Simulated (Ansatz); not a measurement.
A geometry relaxed with B3LYP-D3(BJ)/def2-SVP in Ansatz (a quantum-chemistry and plane-wave program), charge 0, multiplicity 1:

```xyz
20

C      1.0612    -1.1708     1.0196
B     -3.7968    -0.3366    -0.2100
C      2.3906    -0.7741     0.8816
H      4.0314     0.3453     0.2328
C     -2.2686    -0.1978    -0.1282
H     -4.3629    -1.2185     0.3907
C      0.9420     1.3701    -0.9256
C     -1.4804     0.7907    -0.7826
C      2.9428     0.2774     0.1505
F      3.2835    -1.5255     1.5622
C     -1.3913    -1.0343     0.6151
H     -1.6948    -1.8854     1.2248
C     -0.0690    -0.5959     0.4441
H     -4.4460     0.4347    -0.8757
C      2.3058     1.2294    -0.6512
H      0.9077    -2.0426     1.6631
H     -1.8670     1.5789    -1.4289
H      2.9681     1.9589    -1.1241
C     -0.1274     0.5974    -0.4698
H      0.6710     2.1987    -1.5884
```

Write the SMILES of this molecule.

`Bc1cc2cccc(F)cc-2c1`
